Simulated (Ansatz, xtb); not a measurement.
# A geometry optimisation of CH5Sn2+ with r2SCAN-D4/def2-SVP

The starting geometry of this gas-phase singlet was built from a drawn formula by distance geometry and a force field; its bonds are those of `[CH+]=[SnH][SnH3]`.

```yaml
atoms:
  - { symbol: C, position_ang: [-0.5573, -2.1215, -2.4479] }
  - { symbol: Sn, position_ang: [0.8147, -1.5500, -1.3007] }
  - { symbol: Sn, position_ang: [0.6864, 1.0748, -0.2607] }
  - { symbol: H, position_ang: [-1.3272, -2.4854, -3.0879] }
  - { symbol: H, position_ang: [2.1540, -2.5487, -0.9319] }
  - { symbol: H, position_ang: [-0.8192, 1.1814, 0.7110] }
  - { symbol: H, position_ang: [2.0362, 1.3370, 0.7774] }
  - { symbol: H, position_ang: [0.6402, 2.2293, -1.5500] }
```

Question: Predict what becomes of its bonds when it is optimised with r2SCAN-D4/def2-SVP.

Answer: It rearranges, giving a structure given below by its coordinates. Contacts that open: Sn2–Sn3 (2.83 → 3.70 Å). Contacts that close: C1–Sn3 (4.07 → 2.22 Å).

The energy falls by 1.90 eV over 39 steps:

```tsv
step	E − E(last) (eV)
1	1.897
5	1.511
9	1.507
14	1.478
18	1.304
22	0.173
26	0.025
31	0.003
35	0.000
39	0.000
```

Final geometry (Å):

```xyz
8

C     0.1395   -0.9900   -1.6557
Sn    1.1297   -2.5760   -0.9166
Sn    0.1137    0.9631   -0.5990
H    -0.8164   -1.1830   -2.1800
H     2.6960   -3.0785   -1.4071
H    -1.3731    1.0586    0.2177
H     1.4833    0.9460    0.4106
H     0.2552    1.9766   -1.9606
```

From the same start GFN2-xTB ends elsewhere, differing in C1–Sn3 (5.02 against 2.22 Å here), C1–H5 (1.11 against 3.31 Å here), Sn2–Sn3 (2.96 against 3.70 Å here), Sn2–H5 (2.68 against 1.72 Å here).

The end wasn't checked by frequencies. Atoms past krypton carry core potentials, without spin–orbit terms. Run with Ansatz 0.2.0, 41 s on 2 threads of Intel(R) Xeon(R) 6975P-C (Granite Rapids) (shared host).
